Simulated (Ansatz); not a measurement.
Reaction (hydrogenolysis of the Si–C bond): `C=C[Si](N)(N)O` + H₂ → `N[SiH](N)O` + `C=C`

Gas-phase electronic energies from Ansatz, PBE0-D4/def2-TZVP geometries. CBS: MP2 limit from def2 TZ/QZ plus the TZ coupled-cluster correction, frozen cores. This one scheme is used for every species. Functionals use def2-TZVPP. B3LYP here is the variant with VWN-RPA as its local correlation; programs differ in this. Each species was taken in one conformer, which may not be the lowest.

`C=C[Si](N)(N)O`:

```xyz
14

C    -1.256   -1.143   -1.492
C    -0.906    0.085   -1.117
Si    0.325    0.448    0.225
N     1.364   -0.902    0.345
N    -0.240    0.681    1.830
O     0.954    1.898   -0.250
H    -0.818   -2.023   -1.029
H    -1.991   -1.327   -2.272
H    -1.382    0.927   -1.620
H     1.737   -1.346   -0.478
H     1.971   -1.011    1.140
H    -0.632   -0.101    2.331
H    -0.734    1.530    2.053
H     1.609    2.284    0.334
```

H₂:

Z-matrix (Å, degrees):
```
H
H 1 0.746
```

`N[SiH](N)O`:

```xyz
10

N    -1.156    0.288    0.839
Si   -0.098    0.052   -0.488
N     1.439    0.503    0.100
O    -0.340   -1.492   -1.012
H    -2.105   -0.045    0.788
H    -1.095    1.135    1.380
H    -0.312    0.840   -1.725
H     1.774    0.189    0.995
H     2.193    0.709   -0.533
H    -0.301   -2.178   -0.344
```

`C=C`:

```xyz
6

C     0.518   -0.281    0.300
C    -0.518    0.281   -0.300
H     0.396   -0.929    1.161
H     1.534   -0.117   -0.045
H    -0.396    0.929   -1.161
H    -1.534    0.117    0.045
```

CCSD(T)/CBS gives -0.13 eV.

**Question.** Another level gave -0.12 eV. Which?
A. HF/def2-TZVPP
B. CCSD/def2-TZVPP
C. B3LYP-D4/def2-TZVPP
D. B3LYP/def2-TZVPP

**Answer.** C. B3LYP-D4 -0.12, CCSD/def2-TZVPP -0.19, HF/def2-TZVPP -0.41, B3LYP -0.28 eV.

Largest T1 diagnostic among the species: 0.011.

The D4 term adds +0.16 eV with B3LYP and +0.09 eV with PBE0; it sums over pairs of atoms, weighted by their polarisabilities, and B3LYP, whose exchange is more repulsive, gets the larger term. In def2-TZVPP, CCSD(T) changes the Hartree–Fock value by +0.28 eV (the triples alone add +0.06 eV) and MP2 by +0.33 eV.
